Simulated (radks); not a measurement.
Task: Excited configurations of Ga+: one electron is placed in a higher orbital outside [Ar] 3d10 4s1. The ground configuration is [Ar] 3d10 4s2. Method: scalar-relativistic Kohn-Sham, PBE, spin-unpolarised, spherical densities, finite nucleus; Fermi nuclear charge, rms radius 3.9973 fm; computed with a radial shooting solver on a logarithmic mesh with Libxc functionals. Excitation = E - E(ground); binding = E(ion) - E, where the ion is the core of charge +2; n* = 2/sqrt(2 binding) in atomic units, and the quantum defect is n - n*.

| outer orbital | excitation (eV) | binding (eV) | n* | quantum defect | eigenvalue (eV) | <r> (bohr) |
|---|---|---|---|---|---|---|
| 4p | 7.373 | 13.756 | 1.989 | 2.011 | -9.942 | 2.791 |
| 4d | 14.785 | 6.343 | 2.929 | 1.071 | -4.380 | 5.016 |
| 5f | 18.775 | 2.353 | 4.809 | 0.191 | -1.787 | 14.93 |
| 6d | 18.689 | 2.440 | 4.723 | 1.277 | -1.925 | 16.02 |
| 7p | 18.834 | 2.294 | 4.871 | 2.129 | -1.844 | 18.13 |
| 7d | 19.421 | 1.708 | 5.645 | 1.355 | -1.376 | 23.63 |

Estimate the row for 6s.

Result: excitation (eV) 16.880; binding (eV) 4.248; n* 3.579; quantum defect 2.421; eigenvalue (eV) -3.365; <r> (bohr) 9.979. The Delta-SCF ionisation energy is 21.128 eV (NIST Atomic Spectra Database: 20.515 eV, measured). Self-interaction in the functional shifts the binding energies and quantum defects, so they are the method's values and not measured ones. Spin polarisation and multiplet splitting are left out, so open shells lie too high by an amount that depends on their filling.

Beside tabulated values, note that spin-unpolarised runs miss the spin-polarisation part of the exchange energy of open shells.
